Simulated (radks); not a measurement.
Species: Ho44+. Configuration: [Ar] 3d5.

Calculated with a radial shooting solver on a logarithmic mesh with Libxc functionals: scalar-relativistic Kohn-Sham, r2SCAN, spin-polarised, spherical densities, finite nucleus; open shells are filled with parallel spins first (spin-orbit coupling, left out, can overturn this in heavy ions); meta-GGA in the generalised Kohn-Sham scheme; Fermi nuclear charge, rms radius 5.2022 fm.

Energy parts (hartree):
part                       energy
total                 -11069.3715
kinetic                12080.6044
electron-nucleus      -24786.3952
Hartree                 1820.0663
exchange-correlation    -183.6470

Orbitals (lengths in bohr, moments of r in powers of bohr):
| orbital | occ. | eigenvalue (hartree) | <1/r> |
|---|---|---|---|
| 1s up | 1 | -2133.366 | 76.04 |
| 1s down | 1 | -2133.364 | 76.04 |
| 2s up | 1 | -431.9351 | 17.79 |
| 2s down | 1 | -430.8099 | 17.82 |
| 2p up | 3 | -393.1131 | 16.45 |
| 2p down | 3 | -392.2506 | 16.48 |
| 3s up | 1 | -156.7597 | 6.910 |
| 3s down | 1 | -155.6379 | 6.866 |
| 3p up | 3 | -144.8569 | 6.498 |
| 3p down | 3 | -143.6723 | 6.455 |
| 3d up | 5 | -131.4472 | 6.169 |
| 3d down | 0 | -129.8965 | 6.144 |

The highest occupied level is 3d up at -3576.9 eV. The electron density at the nucleus is 8.447e+05 e/bohr^3 (large components only). The density falls to 0.001 e/bohr^3 at r = 0.69 bohr. Spin moment in Bohr magnetons: 5. Summed over all electrons, <r^2> = 0.7104 bohr^2, which gives a Langevin (diamagnetic) susceptibility term of -0.563 x 10^-6 cm^3/mol. The spin density at the nucleus is -42.9 e/bohr^3 (1s -3.4, 2s -203.7, 3s 164.2).
